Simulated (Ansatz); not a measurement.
Reaction (atomization): `C1O[SiH2]C[SiH2]1` → 2 C• + 8 H• + O• + 2 Si•

Program: Ansatz. Geometries: PBE0-D4/def2-TZVP. ΔE: electronic, gas phase. CCSD(T)/CBS adds triple-zeta CCSD(T) − MP2 to the extrapolated MP2 energy (def2 sets, frozen cores). This one scheme is used for every species, atoms too. For atomizations the MP2-based limit and the directly extrapolated one differ by several kJ/mol either way, and by 10 to 25 for some Ge, Se and Sn compounds, so smaller differences from it don't rank the levels. DFT in def2-TZVPP. Open shells (•) are unrestricted, without spin–orbit coupling. Spin–orbit coupling would lower the free atoms: a little for C, O, Si.

(1) What is ΔE at CCSD(T)/CBS? (Estimate.)

(2) What do these levels give: r2SCAN0-D4, BHLYP-D4, BLYP, LC-ωPBE, CCSD/def2-SVP, HF/def2-TZVPP? (Best estimate.)

Largest T1 diagnostic among the species: 0.012.

Answers

(1) Computed: +4757.4 kJ/mol.

(2) Ansatz gave: r2SCAN0-D4 4708.5, BHLYP-D4 4647.8, BLYP 4640.3, LC-ωPBE 4730.8, CCSD/def2-SVP 4419.4, HF/def2-TZVPP 3539.4 kJ/mol.

At CCSD(T), def2-SVP lies −296.6 kJ/mol from the extrapolated value and def2-TZVPP −122.4 kJ/mol: correlation converges slowly with the basis, and small sets miss more of it in the bonded molecule than in its fragments. From r2SCAN to r2SCAN0 (25 % exact exchange), in def2-TZVPP and without D4, ΔE moves by −52.9 kJ/mol: exact exchange takes away binding that semilocal exchange gives to molecules. The D4 term adds +51.4 kJ/mol with B3LYP and +26.9 kJ/mol with PBE0; it sums over pairs of atoms, weighted by their polarisabilities, and B3LYP, whose exchange is more repulsive, gets the larger term.

B3LYP here is the variant with VWN-RPA as its local correlation; programs differ in this.
